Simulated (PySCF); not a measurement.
Several species in one continuum solvent.

All values: CAM-B3LYP/def2-SVPD (PySCF, non-relativistic), each on one gas-phase PBE0-D3(BJ)/def2-SVP geometry that isn't relaxed in the solvent. The solvent is an IEF-PCM continuum (van der Waals radii × 1.2). Only the electrostatic response of the medium enters.

Problem. Order them by E(solvent) − E(gas) in acetone (ε = 20.49), most negative first (kcal/mol).
A. `[SiH3:1][S:2][c:3]1[cH:4][cH:5][cH:6][o:7]1` with Si1–S2–C3–C4 180°
B. `[O:1]=[CH:2][C:3]1=[CH:4][CH2:5][CH2:6][CH2:7]1` with O1–C2–C3–C4 177°, C3–C4–C5–C6 -15°, C4–C5–C6–C7 23°, C5–C6–C7–C3 -23°, C2–C3–C7–C6 -167°
C. `[F:1][B:2]([F:3])[SiH2:4][SH:5]` with F1–B2–Si4–S5 -145°, B2–Si4–S5–H -42°

Solution. B (-5.5), C (-3.0), A (-2.7).

| SMILES | charge | ΔE (kcal/mol) | polarisation term (kcal/mol) | HOMO shift (eV) | dipole gas (D) | dipole solvent (D) | atoms | lowest singlet, gas (eV) | lowest singlet, solvent (eV) |
| --- | --- | --- | --- | --- | --- | --- | --- | --- | --- |
| O=CC1=CCCC1 | 0 | -5.5 | -6.9 | +0.18 | 3.80 | 5.16 | 15 | 3.88 | 4.08 |
| FB(F)[SiH2]S | 0 | -3.0 | -3.4 | +0.11 | 0.82 | 1.13 | 8 | 5.44 | 5.54 |
| [SiH3]Sc1ccco1 | 0 | -2.7 | -3.1 | -0.03 | 1.18 | 1.55 | 13 | 5.13 | 5.18 |

The polarisation term is half the interaction of the solute with the induced surface charges. Singlets are vertical TDDFT energies (frozen core, non-equilibrium response), the lowest in each medium.
